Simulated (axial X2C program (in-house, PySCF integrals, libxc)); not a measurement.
# Ionising SnO

All values come from calculations with an in-house relativistic program for diatomic molecules, spin-free (one-electron X2C) or two-component (2c: spin–orbit coupling with atomic mean-field Coulomb and Gaunt terms, which also bring small scalar terms), in Dyall basis sets with cores contracted in-house; open shells are unrestricted.

Basis sets: O dyall-av3z, Sn dyall-cv3z.

```csv
Hamiltonian,level,SnO state,Re (Å),ωe (cm⁻¹),De (eV)
spin-free,PBE0,"M_S = 0, Λ = 0",1.818,869.8,5.37
2c,PBE0,Ω = 0,1.819,868.1,n/a
```

Adiabatic ionisation energy (minimum to minimum, no zero-point term) and constants of SnO⁺:

```tsv
Hamiltonian	level	SnO⁺ state	IE (eV)	Re (Å)	ωe (cm⁻¹)	De (eV)	fragments
spin-free	PBE0	M_S = 1/2, Λ = 1	9.59	1.974	643.7	3.10	Sn+ + O
2c	PBE0	Ω = 3/2	9.56	1.974	642.1	n/a	Sn+ + O
```

Add the zero-point terms to the ionisation energy at PBE0, 2c, and say whether the electron removed was bonding.

IE0 = IE + (ωe⁺ − ωe)/2 = 9.56 + (-0.014) = 9.55 eV. Re changes by 0.155 Å, so the bond lengthens, as on loss of a bonding electron.

Each entry is the lowest single determinant of a limited PBE0 search at one distance. De goes to single-determinant-based atoms at the same level (for ions the charge split of lowest energy) and is withheld (n/a) where an atom does not fit its ground term or J level. Main or longest-lived isotopes. One determinant is a doubtful description, or other states lie close, for SnO⁺; these need not be ground states, and all values refer to the states named. The functionals have no current term, which raises determinants with orbital currents.
